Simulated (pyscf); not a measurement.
## H₃C–Be–SeH (SMILES [CH3][Be][SeH]), singlet

Gas-phase minimum from PySCF at ωB97X-D3(BJ)/def2-SVP, one conformer. 

SMILES: [CH3][Be][SeH]
```xyz
7

C      0.7377    -0.5769    -0.0149
Be    -0.2099     0.8057     0.0695
Se    -1.3705     2.4826     0.1456
H      0.6629    -1.0609    -1.0062
H      0.4394    -1.3352     0.7314
H      1.8085    -0.3606     0.1517
H     -0.9246     2.7531     1.5192
```
Charge 0, spin multiplicity 1.

Bonds (Å): C1–Be2 1.678, C1–H4 1.106, C1–H5 1.105, C1–H6 1.105, Be2–Se3 2.041, Se3–H7 1.469. Bond angles (°): Be2–C1–H4 111.6, Be2–C1–H5 112.3, Be2–C1–H6 112.2, H4–C1–H5 106.7, H4–C1–H6 106.6, H5–C1–H6 107.1, C1–Be2–Se3 179.2, Be2–Se3–H7 90.8.

Properties at ωB97X-D3(BJ)/def2-SVP:

| Quantity | Value |
|---|---|
| Harmonic wavenumbers, unscaled | 20, 195, 210, 381, 541, 684, 697, 1057, 1255, 1429, 1431, 2483, 3043, 3132, 3138 cm⁻¹ |
| Zero-point energy | 28.2 kcal/mol |
| Rotational symmetry number | 1 |
| Entropy of this conformer at 298 K and 1 atm, rigid rotor and harmonic oscillator, modes under 100 cm⁻¹ raised to 100 | 308.4 J/(mol K) |
| Dipole moment | 1.11 D |

Single-point totals, which compare only within one level (frozen core for MP2 and CC):

```tsv
level	total energy (hartree)
ωB97X-D3(BJ)/def2-TZVP	-2456.84295
PBE/def2-TZVP	-2456.41193
r²SCAN/def2-TZVP	-2456.82017
B3LYP-D3(BJ)/def2-TZVP	-2456.92666
PBE0-D3(BJ)/def2-TZVP	-2456.50961
M06-2X/def2-TZVP	-2456.86779
ωB97M-D3(BJ)/def2-TZVP	-2456.89981
HF/def2-TZVPP	-2454.74168
MP2/def2-TZVPP	-2455.26554
CCSD/def2-TZVPP	-2455.29607
CCSD(T)/def2-TZVPP	-2455.31509
```

The lowest mode is so soft that the shape along it may change with the basis. Soft torsions are taken as harmonic, which can shift the entropy by several J/(mol K). The CCSD(T) − MP2 part came from Ansatz, without density fitting, on the same reference. The frozen core leaves the outer d or s,p core shells of the metals and heavy elements correlated in the MP2 and CC values, and def2-TZVPP describes them poorly, so these totals are far from the basis limit. Elements up to Kr have no core potential and no relativistic terms here.
